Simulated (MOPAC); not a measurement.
Input file for MOPAC: PM3 on C2H5FO (a complex), monomers drawn apart or pushed together.

```
PM3 1SCF PRECISE CHARGE=0 THREADS=1
C2H5FO

C     -0.54141864 1    -0.18690799 1    -0.15051109 1
F     -0.44071388 1     1.03880306 1     0.51341912 1
H     -0.57961257 1    -0.98034120 1     0.59481929 1
H     -1.45219744 1    -0.17877317 1    -0.74912557 1
H      0.33353868 1    -0.30306221 1    -0.79000988 1
C     -0.39425770 1     0.47873563 1     2.94087576 1
O     -0.47685060 1    -0.71791306 1     2.87976329 1
H     -1.28783426 1     1.12648709 1     3.00439592 1
H      0.58023263 1     1.00073469 1     2.94116308 1
```

The log:

```
*******************************************************************************
 **                                                                           **
 **                              MOPAC v23.2.5                                **
 **                                                                           **
 *******************************************************************************
 ** MOPAC's Digital Object Identifier: https://doi.org/10.5281/zenodo.6511958 **
 **                                                                           **
 ** Please cite the open-source release paper for use of this MOPAC version:  **
 ** J. E. Moussa and J. J. P. Stewart (2026)                                  **
 ** MOPAC: An open-source semiempirical molecular orbital program             **
 ** J. Open Source Softw., 11(119), 8025, https://doi.org/10.21105/joss.08025 **
 *******************************************************************************

                              PM3 CALCULATION RESULTS

 *******************************************************************************
 *  PM3        - The PM3 Hamiltonian to be used
 *
 *
 *
 *                 CHARGE ON SYSTEM = 0
 *
 *
 *
 *  PRECISE    - TIGHTER CRITERIA TO BE USED
 *  1SCF       - DO 1 SCF AND THEN STOP
 *  THREADS=1  - MULTI-THREADING NOT USED
 *  T=         - A TIME OF 172800.0 SECONDS REQUESTED
 *  DUMP=N     - RESTART FILE WRITTEN EVERY 7200.0 SECONDS REQUESTED
 *******************************************************************************
PM3 1SCF PRECISE CHARGE=0 THREADS=1
 C2H5FO

   ATOM   CHEMICAL          X               Y               Z
  NUMBER   SYMBOL      (ANGSTROMS)     (ANGSTROMS)     (ANGSTROMS)

     1       C         -0.54141864  *  -0.18690799  *  -0.15051109  *
     2       F         -0.44071388  *   1.03880306  *   0.51341912  *
     3       H         -0.57961257  *  -0.98034120  *   0.59481929  *
     4       H         -1.45219744  *  -0.17877317  *  -0.74912557  *
     5       H          0.33353868  *  -0.30306221  *  -0.79000988  *
     6       C         -0.39425770  *   0.47873563  *   2.94087576  *
     7       O         -0.47685060  *  -0.71791306  *   2.87976329  *
     8       H         -1.28783426  *   1.12648709  *   3.00439592  *
     9       H          0.58023263  *   1.00073469  *   2.94116308  *



          CARTESIAN COORDINATES

    NO.       ATOM           X           Y           Z

     1         C         -0.5414     -0.1869     -0.1505
     2         F         -0.4407      1.0388      0.5134
     3         H         -0.5796     -0.9803      0.5948
     4         H         -1.4522     -0.1788     -0.7491
     5         H          0.3335     -0.3031     -0.7900
     6         C         -0.3943      0.4787      2.9409
     7         O         -0.4769     -0.7179      2.8798
     8         H         -1.2878      1.1265      3.0044
     9         H          0.5802      1.0007      2.9412

  H: (PM3): J. J. P. STEWART, J. COMP. CHEM. 10, 209 (1989).
  C: (PM3): J. J. P. STEWART, J. COMP. CHEM. 10, 209 (1989).
  O: (PM3): J. J. P. STEWART, J. COMP. CHEM. 10, 209 (1989).
  F: (PM3): J. J. P. STEWART, J. COMP. CHEM. 10, 209 (1989).

           Empirical Formula: C2 H5 O F  =     9 atoms



      MOLECULAR POINT GROUP   :   Cs


      RHF CALCULATION, NO. OF DOUBLY OCCUPIED LEVELS = 13


 -------------------------------------------------------------------------------
 PM3 1SCF PRECISE CHARGE=0 THREADS=1
 C2H5FO



     1SCF WAS SPECIFIED, SO BFGS WAS NOT USED
     SCF FIELD WAS ACHIEVED


                              PM3 CALCULATION
                                                       MOPAC v23.2.5 Linux




          FINAL HEAT OF FORMATION =        -83.51928 KCAL/MOL =    -349.44466 KJ/MOL


          COSMO AREA              =        103.75 SQUARE ANGSTROMS
          COSMO VOLUME            =         85.69 CUBIC ANGSTROMS

          IONIZATION POTENTIAL    =         10.488751 EV
          HOMO LUMO ENERGIES (EV) =        -10.489  0.940
          NO. OF FILLED LEVELS    =         13
          MOLECULAR WEIGHT        =         64.0593         POINT GROUP:  Cs

          MOLECULAR DIMENSIONS (Angstroms)

            Atom       Atom       Distance
            H     9    H     4     4.37496
            H     5    H     8     3.32345
            O     7    F     2     2.44074


          SCF CALCULATIONS        =          1





   ATOM   CHEMICAL          X               Y               Z
  NUMBER   SYMBOL      (ANGSTROMS)     (ANGSTROMS)     (ANGSTROMS)

     1       C         -0.54141864  *  -0.18690799  *  -0.15051109  *
     2       F         -0.44071388  *   1.03880306  *   0.51341912  *
     3       H         -0.57961257  *  -0.98034120  *   0.59481929  *
     4       H         -1.45219744  *  -0.17877317  *  -0.74912557  *
     5       H          0.33353868  *  -0.30306221  *  -0.79000988  *
     6       C         -0.39425770  *   0.47873563  *   2.94087576  *
     7       O         -0.47685060  *  -0.71791306  *   2.87976329  *
     8       H         -1.28783426  *   1.12648709  *   3.00439592  *
     9       H          0.58023263  *   1.00073469  *   2.94116308  *

                             CARTESIAN COORDINATES

   1    C       -0.541418640    -0.186907990    -0.150511090
   2    F       -0.440713880     1.038803060     0.513419120
   3    H       -0.579612570    -0.980341200     0.594819290
   4    H       -1.452197440    -0.178773170    -0.749125570
   5    H        0.333538680    -0.303062210    -0.790009880
   6    C       -0.394257700     0.478735630     2.940875760
   7    O       -0.476850600    -0.717913060     2.879763290
   8    H       -1.287834260     1.126487090     3.004395920
   9    H        0.580232630     1.000734690     2.941163080


           Empirical Formula: C2 H5 O F  =     9 atoms



      MOLECULAR POINT GROUP   :   Cs


                  EIGENVALUES
 -38.13399 -31.29228 -24.09385 -20.17957 -17.78939 -17.75273 -17.29934 -16.90371
 -16.20719 -14.19223 -13.16927 -13.04413 -10.48875   0.93990   2.65127   2.84511
   3.79187   3.81129   3.94301   4.26455   6.79658


              NET ATOMIC CHARGES AND DIPOLE CONTRIBUTIONS

  ATOM NO.   TYPE          CHARGE      No. of ELECS.   s-Pop       p-Pop
    1          C           0.035242        3.9648     1.13366     2.83110
    2          F          -0.176204        7.1762     1.80514     5.37106
    3          H           0.062388        0.9376     0.93761
    4          H           0.039707        0.9603     0.96029
    5          H           0.039735        0.9603     0.96026
    6          C           0.303563        3.6964     1.18649     2.50995
    7          O          -0.330223        6.3302     1.85664     4.47359
    8          H           0.012929        0.9871     0.98707
    9          H           0.012863        0.9871     0.98714
 DIPOLE           X         Y         Z       TOTAL
 POINT-CHG.     0.032     0.672    -0.487     0.830
 HYBRID         0.005     0.130    -0.153     0.201
 SUM            0.036     0.802    -0.639     1.027


          ATOMIC ORBITAL ELECTRON POPULATIONS

     Atom    s        px        py        pz
    1  C   1.13366   1.00391   0.85828   0.96891
    2  F   1.80514   1.98778   1.53198   1.85129
    3  H   0.93761
    4  H   0.96029
    5  H   0.96026
    6  C   1.18649   0.93096   0.88404   0.69494
    7  O   1.85664   1.91503   1.25038   1.30818
    8  H   0.98707
    9  H   0.98714

 **********************
 *                    *
 * JOB ENDED NORMALLY *
 *                    *
 **********************




 == MOPAC DONE ==
```

The run finished.

Cost: very roughly 0.010 core-seconds.
